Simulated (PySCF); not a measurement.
Molecule: SMILES COC12CC(C1)C2, C₆H₁₀O.

Bonds (- single, = double, # triple, : aromatic): C1-O2, O2-C3, C3-C4, C4-C5, C5-C6, C5-C7, C6-C3, C7-C3. C1 carries H8, H9, H10; C4 carries H11, H12; C5 carries H13; C6 carries H14, H15; C7 carries H16, H17.

Frames of a GFN2-xTB Langevin trajectory at 300 K; GIAO PBE0/pcSseg-1 shieldings in PySCF 2.14, gas phase, non-relativistic; equivalent atoms averaged within each frame.

References, each an isolated molecule treated in the same way: ¹³C (σref 186.93), ¹H (σref 31.72) vs TMS; ¹⁷O (σref 336.08) vs H2O. The references are static minima.

Problem. How do the shifts (ppm) fluctuate along the trajectory?

Solution. 
```csv
time (fs),C3,C1,C4/C6/C7,C5,O2,H8/H9/H10,H11/H12/H14/H15/H16/H17,H13
optimised geometry,70.0,55.2,51.9,18.4,58.0,3.45,1.79,2.21
250,70.8,63.1,53.3,13.8,50.5,4.09,1.62,0.81
425,67.7,53.9,51.1,14.3,52.1,3.26,1.70,1.75
625,68.7,53.3,53.4,12.6,54.0,3.53,2.00,2.58
800,71.5,56.9,48.7,20.7,71.0,3.49,1.98,2.62
1000,72.3,53.3,47.0,22.6,63.4,3.15,1.66,3.20
mean of frames,70.2,56.1,50.7,16.8,58.2,3.51,1.79,2.19
standard deviation,1.9,4.2,2.8,4.5,8.8,0.37,0.18,0.93
```

5 frames give an uncertainty of the mean of about the standard deviation over 2.2 at best, since frames this close in time may not be independent; classical motion lacks zero-point vibration, and the reference would need the same averaging.
